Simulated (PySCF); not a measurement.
# Computed spin Hamiltonian

C5H9N2Si (doublet state).
Cartesian coordinates in Å at the GFN2-xTB level; atoms count from 1:
```xyz
17
C5H9N2Si angstrom
C     -2.167    0.447   -0.388
C     -1.681    0.739    1.032
Si    -0.426   -0.573    1.612
N      0.981   -0.484    0.561
C      1.853    0.571    0.431
C      2.760    0.222   -0.520
N      2.476   -1.027   -0.987
C      1.428   -1.415   -0.330
H     -2.857    1.220   -0.722
H     -1.332    0.416   -1.084
H     -2.684   -0.510   -0.432
H     -1.231    1.733    1.056
H     -2.536    0.765    1.709
H     -0.876   -1.960    1.515
H      1.746    1.456    1.024
H      3.595    0.775   -0.900
H      0.943   -2.362   -0.460
```

The hyperfine couplings belong to this conformer and change with its torsions.

Identity: `CC[SiH]n1ccnc1` [radical].

Computed with PySCF, UKS B3LYP, pcH-1 on C H N Si, non-relativistic, mean-field spin-orbit, GIAO. The structure is a single GFN2-xTB conformer in the gas phase; no vibrational or solvent corrections. Couplings are sensitive to structure, and on GFN2-xTB geometries they can be far from those on DFT ones, by a factor of two or more for some ions and for spin on atoms past the first row. Stability of the SCF solution: not tested.

```
g1, g2, g3                      : 2.00150, 2.00210, 2.00382
g_iso                           : 2.00247
Form of g                       : rhombic: the two nearest values differ by 26 % of g3 − g1
⟨S²⟩                            : 0.7513 (exact 0.7500)
HOMO–LUMO gap, α and β orbitals : 6.06, 3.59 eV
Basis functions                 : 300
```

Isotropic coupling and dipolar principal values T1 to T3, in G; ρ(0) is the spin density at the nucleus (MHz turned into gauss with g_iso; 10 G = 1 mT):

```csv
atom,isotope,a_iso,of which spin–orbit,T1,T2,T3,Mulliken spin population,ρ(0) (bohr⁻³)
C1,13C,9.7,0.0,-1.0,-1.0,2.0,0.01,0.0241
C2,13C,18.0,0.0,-2.5,-2.4,4.9,0.03,0.0448
Si3,29Si,-189.9,0.4,-58.5,28.9,29.6,0.89,0.6001
N4,14N,3.1,0.0,-0.8,-0.8,1.6,0.01,0.0265
C5,13C,0.3,0.0,-0.5,-0.2,0.7,0.00,0.0006
C6,13C,0.0,0.0,-0.4,-0.2,0.6,0.01,0.0001
N7,14N,0.1,0.0,-0.4,-0.4,0.8,0.02,0.0006
C8,13C,2.8,0.0,-0.8,-0.6,1.4,0.01,0.0070
H9,1H,9.7,0.0,-0.7,-0.2,1.0,0.01,0.0061
H10,1H,0.0,0.0,-1.0,-0.3,1.3,0.00,0.0000
H11,1H,0.4,0.0,-1.1,-0.3,1.4,0.00,0.0003
H12,1H,-1.1,0.0,-1.9,-0.9,2.8,0.00,-0.0007
H13,1H,-1.7,0.0,-1.9,-0.8,2.7,0.00,-0.0010
H14,1H,21.9,0.0,-3.1,0.0,3.1,0.02,0.0137
H15,1H,-0.1,0.0,-1.0,-0.6,1.6,0.00,0.0000
H16,1H,-0.3,0.0,-0.3,-0.2,0.6,0.00,-0.0002
H17,1H,-0.4,0.0,-0.8,-0.3,1.1,0.00,-0.0003
```

The largest Mulliken spin population is on Si3 (+0.89). The angles at Si3 add up to 328.3°, so it is pyramidal.

Under fast tumbling the dipolar parts average out, and these isotropic splittings remain: 1 × 1H (H14, I = 1/2, 2 lines) with 2.19 mT, 3 × 1H (H9/H10/H11, I = 1/2, 4 lines) with 0.34 mT, 1 × 14N (N4, I = 1, 3 lines) with 0.31 mT, 2 × 1H (H12/H13, I = 1/2, 3 lines) with 0.14 mT, 1 × 1H (H17, I = 1/2, 2 lines) with 0.04 mT and 1 × 1H (H16, I = 1/2, 2 lines) with 0.03 mT.

Nuclei that the bonding pattern makes equivalent are averaged, as if the motion that swaps them (rotation, inversion, ring flip) were fast. The three 1H nuclei of mean +9.5 MHz run from 0.1 to 27.1 MHz in the frozen geometry.

The 13C coupling of C2 (50.4 MHz) shows only in satellite lines or after enrichment, since that isotope makes up about 1.07 % of natural carbon.

The 29Si coupling of Si3 (-532.2 MHz) shows only in satellite lines or after enrichment, since that isotope makes up about 4.7 % of natural silicon.

Hardware: an Arm Neoverse V2 with one thread, shared host. Cost: 97 s wall (grids of density and orbitals included), 1.1 GiB resident at most.
